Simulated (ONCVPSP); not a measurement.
# Transferability test, ONCV potential for Ge

* Element: Ge
* Generator: ONCVPSP 4.0.1
* Type: optimised norm-conserving Vanderbilt (ONCV)
* Functional: PW91
* Relativity: non-relativistic
* Frozen core: [Ne]
* Valence charge: 22
* Reference configuration: 3s2 3p6 3d10 4s1 4p3
* Partial waves: 3s+4s: rc 1.05 bohr, ncon 4, nbas 8, qcut 10 1/bohr, 2 projectors; 3p+4p: rc 0.90 bohr, ncon 5, nbas 8, qcut 17.7 1/bohr, 2 projectors; 3d: rc 1.25 bohr, ncon 4, nbas 8, qcut 10.1 1/bohr, 1 projector
* Local potential: polynomial inside 0.85 bohr (lpopt 5, dvloc0 1 Ha)
* Core correction: none

Energies are relative to the spin-unpolarised reference configuration 3s2 3p6 3d10 4s1 4p3; without spin polarisation the order of configurations can differ from experiment.

| valence configuration | charge | ΔE all-electron (eV) | error AE − PS (meV) |
| --- | --- | --- | --- |
| 3s2 3p6 3d10 4s2 4p2 | 0 | -7.616 | 0.0 |
| 3s2 3p6 3d10 4s2 4p1 | +1 | -0.081 | +0.2 |
| 3s2 3p6 3d10 4s0 4p0 | +4 | 95.512 | -12 |

**Question.** What are ΔE and the potential's error for 3s2 3p6 3d10 4s2 4p0?

**Answer.** ΔE = 15.452 eV all-electron; the error (AE − PS) is +0.9 meV.
